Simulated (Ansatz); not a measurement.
Reaction (redistribution): `FC(F)(F)COB(Cl)Cl` + `C[SiH](O)S` → `FC(F)(F)COBCl` + `C[Si](O)(S)Cl`

Gas-phase electronic energies from Ansatz, PBE0-D4/def2-TZVP geometries. CCSD(T)/CBS adds triple-zeta CCSD(T) − MP2 to the extrapolated MP2 energy (def2 sets, frozen cores). DFT in def2-TZVPP. B3LYP here is the variant with VWN-RPA as its local correlation; programs differ in this. Each species was taken in one conformer, which may not be the lowest.

`FC(F)(F)COB(Cl)Cl`:

Cartesian coordinates in Å:
```
F 1.226 1.295 1.878
C 0.360 1.145 0.871
F -0.853 0.952 1.392
F 0.328 2.283 0.180
C 0.790 -0.030 0.015
O -0.111 -0.199 -1.046
B -1.045 -1.160 -1.124
Cl -2.105 -1.145 -2.509
Cl -1.213 -2.422 0.085
H 0.849 -0.912 0.655
H 1.774 0.194 -0.398
```

`C[SiH](O)S`:

Cartesian coordinates in Å:
```
C -1.157 0.735 -0.157
Si 0.192 -0.529 -0.255
O 0.180 -1.312 1.193
S 2.109 0.321 -0.689
H -1.245 1.276 -1.101
H -2.112 0.251 0.061
H -0.952 1.457 0.638
H 0.005 -1.471 -1.390
H 0.903 -1.918 1.363
H 2.077 1.189 0.338
```

`FC(F)(F)COBCl`:

Cartesian coordinates in Å:
```
F 0.223 -2.564 0.208
C 0.215 -1.303 0.655
F 1.156 -1.190 1.590
F -0.966 -1.080 1.237
C 0.447 -0.359 -0.507
O 0.450 0.968 -0.054
B -0.580 1.793 -0.309
Cl -0.516 3.411 0.342
H -0.337 -0.541 -1.248
H 1.422 -0.590 -0.941
H -1.514 1.455 -0.972
```

`C[Si](O)(S)Cl`:

Z-matrix (Å, degrees):
```
C
Si 1 1.844
H 1 1.093 2 110.3
H 1 1.092 2 109.9 3 -119.5
H 1 1.091 2 110.5 3 120.2
O 2 1.634 1 106.6 3 62.1
S 2 2.132 1 114.7 3 -62.2
Cl 2 2.058 1 110.2 3 -177.6
H 6 0.959 2 117.2 1 -176.3
H 7 1.345 2 93.2 1 62.5
```

(1) Is it downhill or uphill in electronic energy at CCSD(T)/CBS, and by how much? (Estimate.)

(2) What do these levels give: B3LYP-D4, ωB97X-V, B2PLYP, PBE, r2SCAN, PBE0, HF/def2-TZVPP, MP2/def2-TZVPP, SCS-MP2/def2-TZVPP, CCSD(T)/def2-TZVPP, SCS-MP2/def2-QZVPP, CCSD/CBS(def2)? (Estimate.)

Largest T1 diagnostic among the species: 0.012.

Answers

(1) The calculation gave: Downhill: ΔE = -37.3 kJ/mol.

(2) The calculation gave: B3LYP-D4 -35.6, ωB97X-V -35.6, B2PLYP -35.6, PBE -31.2, r2SCAN -34.4, PBE0 -33.8, HF/def2-TZVPP -42.3, MP2/def2-TZVPP -34.4, SCS-MP2/def2-TZVPP -34.9, CCSD(T)/def2-TZVPP -33.4, SCS-MP2/def2-QZVPP -37.3, CCSD/CBS(def2) -38.7 kJ/mol.

In def2-TZVPP, CCSD(T) changes the Hartree–Fock value by +8.9 kJ/mol (the triples alone add +1.5 kJ/mol) and MP2 by +7.9 kJ/mol.
